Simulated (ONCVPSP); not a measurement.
**Transferability test, ONCV potential for technetium (Tc)**

technetium, optimised norm-conserving Vanderbilt (ONCV), made with ONCVPSP 4.0.1 (PBE, scalar-relativistic). Core [Ar] 3d10, reference 4s2 4p6 4d5 5s1.75 5p0.25. Waves: 4s+5s: rc 1.40 bohr, ncon 4, nbas 8, qcut 7.6 1/bohr, 2 projectors; 4p+5p: rc 2.10 bohr, ncon 4, nbas 7, qcut 7.9 1/bohr, 2 projectors; 4d: rc 1.40 bohr, ncon 4, nbas 8, qcut 9 1/bohr, local. Local part: the d channel. Core correction: Teter function, fcfact 2.5, rcfact 1.55.

Energies are relative to the spin-unpolarised reference configuration 4s2 4p6 4d5 5s1.75 5p0.25; without spin polarisation the order of configurations can differ from experiment.

```csv
valence configuration,charge,ΔE all-electron (eV),error AE − PS (meV)
4s2 4p6 4d5 5s2 5p0,0,-0.917,+0.1
4s2 4p6 4d5 5s1 5p0,+1,7.236,-1.3
4s2 4p6 4d5.5 5s1.5 5p0,0,-1.551,-0.9
```

(1) What are ΔE and the potential's error for 4s2 4p6 4d5 5s0 5p0?

Levels in the configuration 4s2 4p6 4d5.5 5s1.5 5p0:

```csv
level,all-electron (eV),pseudo (eV)
4s,-71.791,-71.801
4p,-43.835,-43.839
4d,-5.521,-5.521
5s,-4.596,-4.596
```

## Answers

(1) ΔE = 22.088 eV all-electron; the error (AE − PS) is -4.3 meV.
